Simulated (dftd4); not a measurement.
CS₂, charge +1, doublet, geometry from GFN2-xTB (a state made from the parent by changing its charge; the spin is typed, not shown lowest); dftd4 with D4 for wb97x.

The dftd4 input:
```
$ dftd4 mol.xyz --func wb97x --charge 1 --json dftd4.json --noedisp --property

# file mol.xyz
3

S     -0.00000000    -0.00000000    -1.55963386
C      0.00000000     0.00000000     0.00000000
S      0.00000000     0.00000000     1.55963386
```

Predict the main parts of the log of this dftd4 run.


```
                    ____  _____ _____     ____  _  _
      -------------|  _ \|  ___|_   _|---|  _ \| || |------------
     |             | | | | |_    | | ___ | | | | || |_           |
     |             | |_| |  _|   | ||___|| |_| |__   _|          |
     |             |____/|_|     |_|     |____/   |_|            |
     |             ===================================           |
     |            E. Caldeweyher, S. Ehlert & S. Grimme          |
     |          Mulliken Center for Theoretical Chemistry        |
     |                    University of Bonn                     |
      -----------------------------------------------------------

Rational (Becke-Johnson) damping: wb97x-D4-ATM
---------------------
  s6         1.0000
  s8         0.5093
  s9         1.0000
  a1         0.0662
  a2         5.4487
 alp        16.0000
--------------------

Atomic data, radii in Ångström:
------------------------------------------------------
   Z          R(cov)      r4/r2   hardness         EN
------------------------------------------------------
  16 S        1.3600     2.1385     0.3892     2.5800
   6 C        1.0000     1.6431     0.4220     2.5500
------------------------------------------------------

Atomic reference systems (in atomic units):
----------------------------------------------------------------------------
   Z        #      CN     q+Z       C6(AA)   #      CN     q+Z       C6(AA)
----------------------------------------------------------------------------
  16 S      1  0.0000 16.0000     134.5983   2  0.9220 15.8373     145.7512
            3  1.8445 15.7622     148.5324
   6 C      1  0.0000  6.0000      49.3833   2  0.9189  5.8288      52.1688
            3  1.9079  5.8579      35.6972   4  2.8312  5.7775      35.8445
            5  3.7487  5.7435      28.6317   6  2.9183  5.8956      32.2504
            7  0.8556  6.2103      25.6194
----------------------------------------------------------------------------

Atomic properties (in atomic units):
----------------------------------------------------------------------------
     #    Z              CN          q      C6(AA)        C8(AA)   alpha(0)
----------------------------------------------------------------------------
     1   16 S        1.0349     0.4044    123.7338     6061.8680    18.8168
     2    6 C        1.9526     0.1913     27.0005      780.9001     8.3816
     3   16 S        1.0349     0.4044    123.7338     6061.8680    18.8168
----------------------------------------------------------------------------

Molecular properties (in atomic units):
----------------------------------------
 molecular C6                 752.7147
 molecular C8               33715.3275
----------------------------------------

Dispersion energy:      -6.9238038717504E-03 Eh

[Info] JSON dump of results written to 'dftd4.json'
```
